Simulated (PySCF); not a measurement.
Ligands exchanged one at a time, Ga NH2-H. All species are isolated molecules in the gas phase. One relaxed conformer stands for each flexible species; it need not be the lowest. Strings in code marks are SMILES.

Method: PBE-D3(BJ)/def2-TZVP // PBE0-D3(BJ)/def2-TZVP (PySCF 2.14.0). All candidates: neutral, multiplicity 1. Excitations are Tamm–Dancoff values on a coarser integration grid. The basis has no diffuse functions, so Rydberg states are missing or too high.

```json
{
  "HOMO": "-5.31 eV",
  "T1 excitation (TDA)": "4.57 eV",
  "S1 excitation (TDA)": "5.18 eV"
}
```

### Question
Which member has these values?
A. `[NH2][Ga]([NH2])[NH2]`
B. `[NH2][GaH2]`
C. `[NH2][GaH][NH2]`

### Answer
C, `[NH2][GaH][NH2]`. The others give `[NH2][Ga]([NH2])[NH2]`: -5.31 eV, 4.48 eV, 4.79 eV; `[NH2][GaH2]`: -6.09 eV, 4.15 eV, 5.71 eV
